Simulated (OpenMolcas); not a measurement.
Computed levels of 5s² 5p³ in ions with 51 electrons, in cm-1 above ⁴S°_3/2.

```
Program             : OpenMolcas
Method              : RASSCF
Basis               : ANO-RCC-VQZP
Scalar Hamiltonian  : DKH2, point nucleus
Spin-orbit coupling : state interaction with AMFI integrals over the reference wave functions, term energies averaged over their components
```

Active space for each ion: 5 electrons in 9 orbitals (RAS2 5s 5p; RAS3 5d, at most 2 electrons).

| Level | Sb | Te+ | Xe3+ |
| --- | --- | --- | --- |
| ²D°_3/2 | 11813 | 13625 | 17219 |
| ²D°_5/2 | 12877 | 15480 | 21222 |
| ²P°_1/2 | 19872 | 23899 | 31887 |
| ²P°_3/2 | 21267 | 26431 | 37837 |

Task: Estimate ²D°_3/2, ²D°_5/2 for I2+ from its neighbours Te+ and Xe3+.

Result: ²D°_3/2 is another term, which grows about linearly with the charge: (13625 + 17219) / 2 = 15422. The calculation gives 15995, so the estimate is off by -3.6 %.
²D°_5/2 is another term, which grows about linearly with the charge: (15480 + 21222) / 2 = 18351. The calculation gives 18843, so the estimate is off by -2.6 %.

Some high roots are left out of the spin-orbit mixing, which shifts the levels that they would mix with (holds for Sb). Active for correlation alone: 5d; no level in the range computed is led by a configuration that fills it, so any true level of that kind is missing (holds for Sb). The run also gave levels led by 5s² 5p² 5d, which use shells meant for correlation; these and all levels above them are left out (holds for Te+). The run also gave levels led by 5s 5p³ 5d, 5s² 5p² 5d, which use shells meant for correlation; these and all levels above them are left out (holds for I2+; Xe3+). Only configurations of the active space appear.

° marks odd parity.
